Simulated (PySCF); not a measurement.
## Which determinant of CdSb lies lowest?

Unrestricted PBE0; Cd def2-SVP with ECP28, Sb def2-SVP with ECP28; scalar-relativistic core potentials (PySCF 2.14). Outer shells of the fragments: Cd 4d10 5s2; Sb 4d10 5s2 5p3.

Followed along the bond (rough minima from three points):

```json
{"2Ms+1": "4", "unpaired": "σ ↑, π ↑↑", "⟨S²⟩ at the start": "3.76", "R at minimum (Å)": "3.05", "Te (eV)": "0.00"}
{"2Ms+1": "2", "unpaired": "σ ↓, π ↑↑", "⟨S²⟩ at the start": "1.76", "R at minimum (Å)": "2.90", "Te (eV)": "0.37"}
{"2Ms+1": "2", "unpaired": "σ ↑, π ↑↓", "⟨S²⟩ at the start": "1.76", "R at minimum (Å)": "2.96", "Te (eV)": "0.52"}
{"2Ms+1": "2", "unpaired": "π ↑", "⟨S²⟩ at the start": "0.76", "R at minimum (Å)": "2.67", "Te (eV)": "0.61"}
{"2Ms+1": "2", "unpaired": "σ ↑", "⟨S²⟩ at the start": "0.76", "R at minimum (Å)": "2.92", "Te (eV)": "1.45"}
```

Solutions found at the starting distance of 2.765 Å, counted from the lowest of them; the search is not exhaustive and high or unbound solutions are not listed, so other states can lie among these:

| 2Ms+1 | unpaired | term | E (eV) | ⟨S²⟩ | ⟨Lz²⟩ | μ (D) |
| --- | --- | --- | --- | --- | --- | --- |
| 4 | σ ↑, π ↑↑ | ⁴Σ⁻ | 0.00 | 3.76 | 0.00 | -0.32 |
| 2 | σ ↓, π ↑↑ | mixed | 0.31 | 1.76 | 0.00 | -0.59 |
| 2 | σ ↑, π ↑↓ | mixed | 0.48 | 1.76 | 2.01 | -0.44 |
| 2 | π ↑ | ²Π | 0.54 | 0.76 | 1.01 | -3.49 |
| 2 | σ ↑ | mixed | 1.39 | 0.76 | 2.00 | -0.31 |
| 4 | σ ↑↑, π ↑ | ⁴Π | 2.65 | 3.76 | 1.02 | -2.96 |

A term symbol is given only where ⟨S²⟩ and ⟨Lz²⟩ are close to those of a pure state; real π, δ and φ orbitals otherwise mix terms. A positive dipole means Cd(−)Sb(+).

Task: Compare the gap between the two lowest followed solutions at the starting distance with the gap between their minima.

Result: At PBE0 the second solution (Ms = 0.5 of mixed spin, unpaired electrons σ ↓, π ↑↑) lies +0.31 eV from the first (quartet, unpaired electrons σ ↑, π ↑↑) at 2.765 Å and +0.37 eV at the minima; the two curves relax by different amounts, since their minima lie near 2.90 and 3.05 Å.

Spin–orbit coupling is left out. Counting both spins, an empty level lies below a filled one in some of these solutions, because spin and occupation are held.
